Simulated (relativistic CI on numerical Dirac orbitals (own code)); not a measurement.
Sc2+ in a cubic cluster: 3s photoemission with charge transfer

Computed with a charge-transfer multiplet model of a cubic metal-ligand cluster with up to 2 ligand holes, Slater and spin-orbit integrals from Dirac-Coulomb-Breit ions, Slater integrals scaled by 0.9. The ground state mixes d1 with configurations of k ligand holes L, whose averages lie at kΔ + k(k − 1)U_dd/2; a core hole lowers each added d electron by U_cd. 300 K, Lorentzian 1.4 eV and Gaussian 0.8 eV FWHM.

Atomic integrals in eV (Slater integrals scaled, ζ unscaled), ground: F2dd 5.299, F4dd 3.246, zeta_d 0.008; with the core hole: F2dd 5.299, F4dd 3.246, zeta_d 0.013, G2cd 8.302. Where a configuration has fewer than two d electrons, the dd integrals are those of d2.

Cluster parameters (eV): Δ = 5.5, U_cd = 5.4, 10Dq = 0.2, 10Dq(ligand) = 0.1, V(eg) = 1.5, V(t2g) = -0.75, final-state hopping factor = 1.

| Case | n_d | d1 | d2L | d3L2 | S |
| --- | --- | --- | --- | --- | --- |
| U_dd = 2.6 eV | 1.28 | 0.74 | 0.24 | 0.02 | 0.50 |
| U_dd = 4 eV | 1.27 | 0.75 | 0.23 | 0.02 | 0.50 |
| U_dd = 4.7 eV | 1.26 | 0.75 | 0.23 | 0.02 | 0.50 |
| U_dd = 5.4 eV | 1.26 | 0.76 | 0.23 | 0.01 | 0.50 |
| U_dd = 6.8 eV | 1.25 | 0.76 | 0.23 | 0.01 | 0.50 |

Weights, n_d and S are thermal averages at 300 K. Binding energies count from the first peak over 30 % of the highest in each spectrum, which can be another peak from case to case. The parameters are a model scan and need not match a compound or its usual spin state. Peaks in eV (height, largest 100):
- U_dd = 2.6 eV: 0.0 (100), 3.3 (50), 5.9 (42), 9.5 (14)
- U_dd = 4 eV: 0.0 (100), 3.2 (47), 6.0 (37), 9.6 (12)
- U_dd = 4.7 eV: 0.0 (100), 3.2 (46), 6.1 (35), 9.7 (11)
- U_dd = 5.4 eV: 0.0 (100), 3.2 (45), 6.2 (33), 9.8 (11)
- U_dd = 6.8 eV: 0.0 (100), 3.3 (44), 6.3 (30), 10.1 (10)

Curve for U_dd = 5.4 eV (points under 2 left out, the grid thinned):

(E (eV), Intensity): (-3.2, 6.3), (-2.8, 8.1), (-2.5, 10.0), (-2.1, 13.7), (-1.8, 18.1), (-1.4, 27.9), (-1.0, 45.6), (-0.7, 65.4), (-0.3, 92.5), (0.1, 98.6), (0.4, 84.3), (0.8, 57.3), (1.1, 41.9), (1.5, 30.8), (1.9, 27.9), (2.2, 29.7), (2.6, 36.5), (2.9, 42.2), (3.3, 44.8), (3.7, 40.3), (4.0, 36.0), (4.4, 31.5), (4.8, 28.3), (5.1, 27.0), (5.5, 28.0), (5.8, 30.6), (6.2, 32.9), (6.6, 29.6), (6.9, 24.7), (7.3, 18.5), (7.6, 15.1), (8.0, 11.9), (8.4, 9.7), (8.7, 8.9), (9.1, 8.9), (9.4, 9.7), (9.8, 10.5), (10.2, 9.7), (10.5, 8.0), (10.9, 5.7), (11.3, 4.1), (11.6, 3.4), (12.0, 2.8), (12.3, 2.4), (12.7, 2.0)

For the case U_dd = 4.7 eV, Δ = 5.5 eV is larger than U_dd = 4.7 eV, the Mott-Hubbard side of the Zaanen-Sawatzky-Allen scheme. With the core hole the average of the configuration with one ligand hole lies at Δ − U_cd = 0.1 eV before mixing: the effective hopping of about 3.4 eV (from the holes of the mixed ground state) is comparable with this gap or larger, so the configurations mix strongly.

Without intra-shell correlation the exchange splitting of the 3s hole comes out too large.
